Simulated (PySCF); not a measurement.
**Telling isomers of C4H9N3OSi2 apart by NMR**

No solvent model, fast rotation and ring inversion assumed for equivalent nuclei, a single conformation, no relativistic terms. Coordinates at the GFN2-xTB level; σ from GIAO-PBE0/pcSseg-1; PySCF.

Scale: ¹H (σref 31.72) and ¹³C (σref 186.93) against TMS (reference shieldings calculated alike). Where no couplings were computed, multiplicities follow the n + 1 count of equivalent neighbours, and m marks all less simple cases (inequivalent or close neighbours, rings, F or P nearby). Shifts are as computed. Against solution values, carbons near 30 ppm lie about +3 ppm off and those near 130 ppm about +5 ppm. Of 1211 compounds with measured shifts, 218 miss one by over three times the rms of a fit or turn the order of signals round; such compounds aren't used in these exercises.

(1) Tabulate the signals of `Cc1ncnnc1[SiH2]O[SiH3]`, `Cc1ncnnc1O[SiH2][SiH3]`, `C[SiH2]c1ncnnc1O[SiH3]` and their relative energies.

(2) What is the quickest way to tell Cc1ncnnc1[SiH2]O[SiH3] from C[SiH2]c1ncnnc1O[SiH3]?

(3) What is the quickest way to tell Cc1ncnnc1O[SiH2][SiH3] from C[SiH2]c1ncnnc1O[SiH3]?

(4) What is the quickest way to tell Cc1ncnnc1[SiH2]O[SiH3] from Cc1ncnnc1O[SiH2][SiH3]?

Results:

(1) 
```json
{"SMILES": "Cc1ncnnc1[SiH2]O[SiH3]", "carbon types": "2×C 1×CH 1×CH3", "δC": "168.8, 168.8, 162.2, 23.8", "δH": "9.82 (s, 1H), 5.70 (s, 2H), 5.36 (s, 3H), 2.60 (s, 3H)", "E rel. (kcal/mol)": "0.0"}
{"SMILES": "Cc1ncnnc1O[SiH2][SiH3]", "carbon types": "2×C 1×CH 1×CH3", "δC": "168.7, 157.9, 157.7, 22.8", "δH": "9.47 (s, 1H), 5.44 (q, 2H), 3.67 (t, 3H), 2.71 (s, 3H)", "E rel. (kcal/mol)": "21.5"}
{"SMILES": "C[SiH2]c1ncnnc1O[SiH3]", "carbon types": "2×C 1×CH 1×CH3", "δC": "173.2, 161.2, 159.3, -9.6", "δH": "9.80 (s, 1H), 5.21 (s, 3H), 4.83 (q, 2H), 0.60 (t, 3H)", "E rel. (kcal/mol)": "21.7"}
```

Energies are electronic energies at PBE0/pcSseg-1 on these geometries, without zero-point or thermal terms, each for the one conformer computed, which needn't be the lowest.

(2) Both give the same number of carbon signals, with the same numbers of each carbon type, so the positions decide. The first has a methyl carbon on an aromatic ring (CH3) at 23.8 ppm, the second a methyl carbon bonded to Si (CH3) at -9.6 ppm. Their most deshielded carbons lie at 168.8 and 173.2 ppm.

(3) Both give the same number of carbon signals, with the same numbers of each carbon type, so the positions decide. The first has a methyl carbon on an aromatic ring (CH3) at 22.8 ppm, the second a methyl carbon bonded to Si (CH3) at -9.6 ppm. Their most deshielded carbons lie at 168.7 and 173.2 ppm.

(4) Both give the same number of carbon signals, with the same numbers of each carbon type, so the positions decide. The first has an aromatic CH between two ring heteroatoms at 162.2 ppm, the second a substituted aromatic carbon next to a ring nitrogen (C) at 157.9 ppm. Their most deshielded carbons lie at 168.8 and 168.7 ppm.
